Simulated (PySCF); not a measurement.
## Telling isomers of C₆H₇NO₂ apart by NMR

[PySCF 2.14.0 with density-fitted response routines: coordinates at the GFN2-xTB level; shielding tensors at PBE0/pcSseg-1 (GIAO); single conformer; no solvent model; non-relativistic; averaged over atoms made equivalent by symmetry, fast rotation or ring inversion]

Chemical shifts δ = σref − σ; TMS for ¹H (σ = 31.72 ppm) and ¹³C (σ = 186.93 ppm), all at this level. Where no couplings were computed, multiplicities follow the n + 1 count of equivalent neighbours, and m marks all less simple cases (inequivalent or close neighbours, rings, F or P nearby). Acid and N–H amide carbonyl carbons lie up to 10 ppm further downfield in solution (hydrogen bonding). Shifts are as computed. Against solution values, carbons near 30 ppm lie about +3 ppm off and those near 130 ppm about +5 ppm. Of 1211 compounds with measured shifts, 218 miss one by over three times the rms of a fit or turn the order of signals round; such compounds aren't used in these exercises. OH and NH positions are gas-phase values without hydrogen bonding to other molecules.

(1) Tabulate the signals of `COc1cccc[n+]1[O-]`, `CNc1ccoc(=O)c1`, `N#C[C@H]1OCC12COC2`, `O=CNC1=C[C@H](C=O)C1`, `O=CN[C@@H]1C=C[C@@H]1C=O` and their relative energies.

(2) What is the quickest way to tell O=CNC1=C[C@H](C=O)C1 from O=CN[C@@H]1C=C[C@@H]1C=O?

(3) What is the quickest way to tell COc1cccc[n+]1[O-] from O=CN[C@@H]1C=C[C@@H]1C=O?

(4) What is the quickest way to tell CNc1ccoc(=O)c1 from O=CN[C@@H]1C=C[C@@H]1C=O?

## Answers

(1) 
| SMILES | carbon types | δC | δH | E rel. (kcal/mol) |
| --- | --- | --- | --- | --- |
| COc1cccc[n+]1[O-] | 1×C 4×CH 1×CH3 | 164.1, 147.5, 128.2, 123.0, 121.5, 61.9 | 8.25 (d, 1H), 6.96 (m, 1H), 6.86 (m, 1H), 6.84 (m, 1H), 4.88 (s, 3H) | 50.0 |
| CNc1ccoc(=O)c1 | 2×C 3×CH 1×CH3 | 164.4, 159.7, 158.5, 104.2, 86.9, 30.6 | 7.46 (d, 1H), 5.28 (d, 1H), 4.93 (s, 1H), 3.44 (br s, 1H), 2.92 (s, 3H) | 0.0 |
| N#C[C@H]1OCC12COC2 | 2×C 1×CH 3×CH2 | 120.6, 82.2, 81.3, 79.7, 75.7, 47.3 | 5.31 (m, 1H), 5.07 (s, 1H), 4.94 (m, 1H), 4.88 (m, 1H), 4.87 (m, 1H), 4.85 (m, 1H), 4.81 (m, 1H) | 66.1 |
| O=CNC1=C[C@H](C=O)C1 | 1×C 4×CH 1×CH2 | 205.9, 159.2, 149.9, 106.8, 51.4, 35.2 | 9.46 (d, 1H), 8.19 (d, 1H), 6.23 (br, 1H), 5.00 (d, 1H), 3.50 (m, 1H), 3.24 (m, 1H), 3.20 (m, 1H) | 27.9 |
| O=CN[C@@H]1C=C[C@@H]1C=O | 6×CH | 211.3, 160.9, 153.9, 143.6, 62.7, 51.3 | 10.52 (d, 1H), 8.20 (d, 1H), 6.87 (br, 1H), 6.64 (m, 1H), 6.26 (m, 1H), 5.90 (m, 1H), 4.24 (m, 1H) | 34.0 |

Energies are electronic energies at PBE0/pcSseg-1 on these geometries, without zero-point or thermal terms, each for the one conformer computed, which needn't be the lowest.

(2) Both give the same number of carbon signals, but DEPT or the intensities differ. The first has an alkene carbon bearing nitrogen (C) at 149.9 ppm, the second an alkene CH at 143.6 ppm. Their most deshielded carbons lie at 205.9 and 211.3 ppm. In the proton spectra the most deshielded non-exchanging signals are 9.46 (d, 1H) and 10.52 (d, 1H).

(3) Both give the same number of carbon signals, but DEPT or the intensities differ. The first has an aromatic carbon bearing oxygen (C) at 164.1 ppm, the second an aldehyde carbonyl carbon (CH) at 211.3 ppm. In the proton spectra the most deshielded non-exchanging signals are 8.25 (d, 1H) and 10.52 (d, 1H).

(4) Both give the same number of carbon signals, but DEPT or the intensities differ. The first has a ring carbonyl carbon (C) at 164.4 ppm, the second an aldehyde carbonyl carbon (CH) at 211.3 ppm. In the proton spectra the most deshielded non-exchanging signals are 7.46 (d, 1H) and 10.52 (d, 1H).
